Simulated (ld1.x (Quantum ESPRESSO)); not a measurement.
# An all-electron radial function and its pseudo partner (Te (Z = 52))

Columns: radius, all-electron u(r) and pseudo u(r) of the 5s shell (level -15.11 eV) of tellurium in the configuration [Kr] 4d10 5s2 5p4; PBE, scalar-relativistic, TM scheme, ld1.x (Quantum ESPRESSO) 7.5.

```
r (bohr)  all-electron  pseudo
   0.105       -0.1310  0.0166
   0.210        0.2405  0.0344
   0.315        0.1508  0.0550
   0.420       -0.1492  0.0798
   0.525       -0.3561  0.1107
   0.630       -0.3957  0.1495
   0.735       -0.3021  0.1980
   0.840       -0.1348  0.2576
   0.945        0.0577  0.3283
   1.050        0.2440  0.4085
   1.155        0.4071  0.4941
   1.260        0.5402  0.5790
   1.365        0.6424  0.6561
   1.470        0.7155  0.7190
   1.575        0.7631  0.7636
   1.680        0.7894  0.7894
   1.785        0.7981  0.7981
   1.890        0.7929  0.7929
   1.995        0.7766  0.7766
   2.100        0.7521  0.7521
   2.205        0.7216  0.7216
   2.310        0.6869  0.6869
   2.415        0.6495  0.6495
   2.520        0.6107  0.6107
   2.625        0.5714  0.5714
   2.730        0.5324  0.5324
```

Task: How many radial nodes do the two functions have?

Result: The all-electron 5s function has n − l − 1 = 4 (the table is too coarse to show those close to the nucleus); the pseudo-wave has 0, since the states of the same l below it are removed with the core.

Task: At about which radius was the pseudo-wave matched?

Result: 1.80 bohr. The columns agree to 0.0005 from 1.57 bohr on; several derivatives are matched, so the curves merge somewhat inside the radius.

Task: Is the pseudo-wave norm-conserving?

Result: Yes: the TM scheme keeps the norm inside the radius equal to the all-electron one, which fixes the energy derivative of the logarithmic derivative at the level.
